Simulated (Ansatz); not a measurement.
Mulliken charges of GeH4NO, SMILES `[NH2][GeH2][O]` radical from B3LYP/def2-TZVPP in Ansatz (PBE0-D4/def2-TZVP geometry).

| atom | x (Å) | y (Å) | z (Å) | charge (e) |
| --- | --- | --- | --- | --- |
| N1 | -1.014 | 0.100 | -0.533 | -0.396 |
| Ge2 | 0.553 | -0.089 | 0.368 | 0.484 |
| O3 | 0.815 | -1.813 | 0.788 | -0.336 |
| H4 | -1.028 | -0.119 | -1.516 | 0.137 |
| H5 | -1.549 | 0.933 | -0.342 | 0.136 |
| H6 | 0.451 | 0.755 | 1.645 | -0.011 |
| H7 | 1.833 | 0.165 | -0.456 | -0.014 |

Problem. By hand: the dipole of these point charges (1 e Å = 4.8032 D).

Solution. Σ q r = (0.013, 0.626, -0.142) e Å, of length 0.642 e Å = 3.08 D.

Problem. How does the dipole of the full density compare? (Estimate.)

Solution. Ansatz gave: (-0.103, 0.584, -0.252) e Å, 3.09 D; the point charges give 1.00 times that, at 15° from its direction.

Point charges leave out the atoms' own dipoles, such as those of lone pairs, and Mulliken's split depends on the basis, so the close match here is no proof of good charges.

B3LYP here is the variant with VWN-RPA as its local correlation; programs differ in this.
